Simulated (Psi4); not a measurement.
C$_{2}$H$_{8}$Si$_{2}$, triplet, at the geometry of the source list (a higher spin typed on purpose: for a closed-shell molecule this is an excited state). Base run: MP2/STO-3G (Psi4).

Psi4 was given this input:
```
memory 2 GB

molecule mol {
0 3
C     0.255200    0.360500    1.252100
Si    1.347300   -0.249000   -0.203200
C    -0.259600   -0.389800   -1.242300
Si   -1.342500    0.281200    0.192500
H     0.505500    1.346900    1.631900
H     0.250600   -0.304700    2.112200
H     2.304600    0.741400   -0.698700
H     2.037500   -1.520200    0.036800
H    -0.274600    0.210000   -2.147900
H    -0.504300   -1.405000   -1.545600
H    -1.959900    1.582100   -0.071400
H    -2.360000   -0.653400    0.683600
}

set {
  basis sto-3g
  reference uhf
  freeze_core true
}

energy('mp2')
print_variables()
```

Variants of this job, named by their change:

```
change               basis functions      E (Eh)  MP2 correlation (Eh)  core-seconds (rough)
-------------------  ---------------  ----------  --------------------  --------------------
base                              36  -650.48174              -0.21165                     4
basis = 3-21G                     60  -654.77766              -0.30824                     4
basis = def2-SV(P)               ___         ___                   ___                     6
basis = 6-31G*                   ___         ___                   ___                     6
basis = 6-31+G*                  ___         ___                   ___                     7
basis = def2-SVP                 104  -658.24252              -0.51102                     9
basis = 6-31G**                  108  -658.45724              -0.49972                    10
basis = 6-311G**                 136  -658.48400              -0.55529                    20
basis = def2-SVPD                152  -658.28634              -0.53594                    10
basis = aug-pcseg-1              172  -658.38818              -0.54263                    30
basis = def2-TZVP                184  -658.57995              -0.62908                    20
basis = pcseg-2                  240  -658.58444              -0.63756                    40
basis = cc-pV(T+d)Z              ___         ___                   ___                    50
```

### Question
Complete the blanks.

### Answer

- basis = def2-SV(P), basis functions: 80
- basis = def2-SV(P), E (Eh): -658.16110
- basis = def2-SV(P), MP2 correlation (Eh): -0.45210
- basis = 6-31G*, basis functions: 84
- basis = 6-31G*, E (Eh): -658.39302
- basis = 6-31G*, MP2 correlation (Eh): -0.44951
- basis = 6-31+G*, basis functions: 100
- basis = 6-31+G*, E (Eh): -658.40945
- basis = 6-31+G*, MP2 correlation (Eh): -0.45002
- basis = cc-pV(T+d)Z, basis functions: 250
- basis = cc-pV(T+d)Z, E (Eh): -658.61291
- basis = cc-pV(T+d)Z, MP2 correlation (Eh): -0.65465

Totals compare only among sets that treat the same electrons; sets with core potentials leave the core out.

Open shells are given as the SCF converged; they aren't shown to be the lowest states, and a large step between rows can be another state.
